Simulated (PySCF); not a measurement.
**LDA on F⁺ (fluorine, charge +1)**

Configuration: [He] 2s1 2p4 3d1, one real determinant (an excited configuration). Calculation: PySCF 2.14, in aug-cc-pVQZ with one added diffuse shell each of s, p, d, f, g type (7s6p5d4f3g, 105 functions); no relativity, point nucleus.

* Total energy: -96.7444 hartree
* One-electron energy: -127.6403 hartree
* Hartree (Coulomb) energy: 39.7648 hartree
* Exchange-correlation energy: -8.8689 hartree
* Kinetic energy: 96.45273 hartree
* ⟨S²⟩: 6.0016
* ⟨L²⟩: 8.005
* Sum of ⟨r⟩: 8.999 bohr
* Sum of ⟨r²⟩: 24.23 bohr²
* Traceless quadrupole moment −½Σ⟨3z² − r²⟩ along its main axis: 5.04 e·bohr²
* Density at the nucleus (Gaussians lack the cusp): 425 bohr⁻³
* Spin density at the nucleus: 13.1 bohr⁻³
* Langevin diamagnetic susceptibility: -19.2 ×10⁻⁶ cm³/mol

| shell | electrons | mean orbital energy (eV) | spread (eV) | rms radius, mean of both spins (bohr) |
| --- | --- | --- | --- | --- |
| 1s α | 1 | -697.51 | 0 | 0.206 |
| 1s β | 1 | -694.12 | 0 | 0.206 |
| 2s α | 1 | -62.434 | 0 | 1.00 |
| 2p α | 3 | -43.936 | 2.522 | 1.01 |
| 2p β | 1 | -37.419 | 0 | 1.01 |
| 3d α | 1 | -4.689 | 0 | 4.36 |

⟨L²⟩ = 8.00 against 12 for a pure F term, so this real determinant mixes terms. The outer electron is Rydberg-like, and this basis confines it to a smaller radius and binds it less than a complete one would.
